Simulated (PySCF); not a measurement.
A run that did not reach its result, on `C[C-](C#N)CC(F)(F)F` (driver script around PySCF, density fitting, GFN2-xTB geometry as the base; each input is a line of settings and coordinates in Å).

Command:
```bash
OMP_NUM_THREADS=1 python probes_run.py task.json out
```
Input:
```
{"job": {"kind": "nmr", "xc": "PBE0", "basis": "pcSseg-1", "pop": false, "scf": {"max_cycle": 2}}, "charge": -1, "multiplicity": 1}
C     -1.570930    -0.645367    -0.363901
C     -0.717857     0.267375     0.477069
C     -1.072096     1.564910     0.667948
N     -1.420515     2.650158     0.940107
C      0.698028    -0.143859     0.719414
C      1.624113    -0.086020    -0.500275
F      1.693952     1.110686    -1.100324
F      2.928552    -0.388596    -0.178791
F      1.318346    -0.972094    -1.471507
H     -1.512294    -1.678562     0.004285
H     -2.613635    -0.328206    -0.313888
H     -1.289325    -0.672561    -1.430888
H      1.163116     0.509562     1.464032
H      0.769866    -1.187899     1.064552
```

Output:
```
final grid: 128704 points
cycle   1  E = -547.0088717439  dE =  1.269e+00  |g| = 9.988e-01  |ddm| = 3.459e+00
cycle   2  E = -546.7849542907  dE =  2.239e-01  |g| = 1.533e+00  |ddm| = 2.516e+00
SCF not converged, last energy = -546.7849542907
```

The run took 4.0 s on an Arm Neoverse V1 with one thread, no GPU (shared host), and the process peaked at 0.72 GiB of memory.

Diagnose the run.

The cap of 2 cycles ended the SCF with an orbital gradient of 1.5e+00, before the energy threshold of 1e-09 Eh and the gradient threshold (its square root) were both met. Raise the cap. With standard settings the same level converges to E = -547.21060 Eh in 14 cycles; the last energy above lies 0.426 Eh higher. Its energy and orbitals aren't self-consistent and shouldn't be used.

The values belong to the conformer `[CH3:1][C-:2]([C:3]#[N:4])[CH2:5][C:6]([F:7])([F:8])[F:9]`: C1–C2–C5–C6 70°, C2–C5–C6–F7 56°.
